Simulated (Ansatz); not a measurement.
## CH6BGa: where a starting geometry ends

The starting geometry of this gas-phase singlet was optimised with GFN2-xTB.

```xyz
9

C    -0.4650   -0.5571    0.4290
B    -0.3749    0.8252   -0.4270
Ga   -1.1901    2.1577    1.7027
H     0.5000   -1.0554    0.5001
H    -1.5066    1.4151   -0.3987
H     0.3880    1.6512    0.1817
H    -0.8076   -0.3914    1.4726
H    -0.0157    0.6999   -1.5455
H    -1.1622   -1.2662   -0.0130
```

Q: Where would you expect an optimisation with B3LYP-D3(BJ)/def2-SVP to take it?

A: A new bond forms, giving a structure with H5 bridging Ga3 and B2, H6 bridging B2 and Ga3, given below by its coordinates. Distances that change by over a tenth: Ga3–H5 (2.25 → 1.96 Å), Ga3–H6 (2.25 → 1.96 Å). Contacts that close: B2–Ga3 (2.64 → 2.28 Å).

The energy falls by 0.40 eV over 7 steps:

```csv
step,E − E(last) (eV)
1,0.396
2,0.048
3,0.002
4,0.000
5,0.000
6,0.000
7,0.000
```

Final geometry (Å):

```xyz
9

C    -0.4800   -0.5454    0.4754
B    -0.3942    0.8421   -0.3671
Ga   -1.1002    2.0305    1.4518
H     0.5107   -1.0271    0.5057
H    -1.5223    1.4537   -0.3738
H     0.3776    1.6901    0.2091
H    -0.8124   -0.4891    1.5360
H    -0.0301    0.7622   -1.5211
H    -1.1834   -1.2380   -0.0143
```

Frequencies at the end are all real (lowest 121 cm⁻¹). Run with Ansatz 0.2.0, 12 s on 2 threads of Arm Neoverse V1 (shared host).
